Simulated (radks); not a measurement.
Question: The mean radii <r> (bohr) of the occupied orbitals of an atom or ion are listed with their occupations. Calculated with a radial shooting solver on a logarithmic mesh with Libxc functionals: scalar-relativistic Kohn-Sham, PBE, spin-polarised, spherical densities, finite nucleus; Fermi nuclear charge, rms radius of each element as measured or else 0.836 A^(1/3) + 0.57 fm.

| orbital | occ. | <r> |
|---|---|---|
| 1s up | 1 | 0.02037 |
| 1s down | 1 | 0.02037 |
| 2s up | 1 | 0.08648 |
| 2s down | 1 | 0.08648 |
| 2p up | 3 | 0.07673 |
| 2p down | 3 | 0.07673 |
| 3s up | 1 | 0.2255 |
| 3s down | 1 | 0.2253 |
| 3p up | 3 | 0.2247 |
| 3p down | 3 | 0.2244 |
| 3d up | 5 | 0.2040 |
| 3d down | 5 | 0.2037 |
| 4s up | 1 | 0.5050 |
| 4s down | 1 | 0.5053 |
| 4p up | 3 | 0.5340 |
| 4p down | 3 | 0.5345 |
| 4d up | 5 | 0.5721 |
| 4d down | 5 | 0.5735 |
| 5s up | 1 | 1.148 |
| 5s down | 1 | 1.160 |
| 5p up | 3 | 1.292 |
| 4f up | 7 | 0.6665 |
| 5p down | 3 | 1.306 |
| 4f down | 1 | 0.6785 |
| 6p up | 1 | 2.787 |

Name the element and its charge. Open shells, if any, are filled with parallel spins first.

Answer: Z = 68, erbium, charge +5: Er5+ in [Xe] 4f8 6p1. The 1s radius gives Z: for a bare nucleus <r> = (2 gamma + 1)/(2Z) with gamma = sqrt(1 - (Z/c)^2), 0.02012 bohr for Z = 68, and screening makes it slightly larger (0.02037 here). The occupations add up to 63, and the charge is Z minus that.
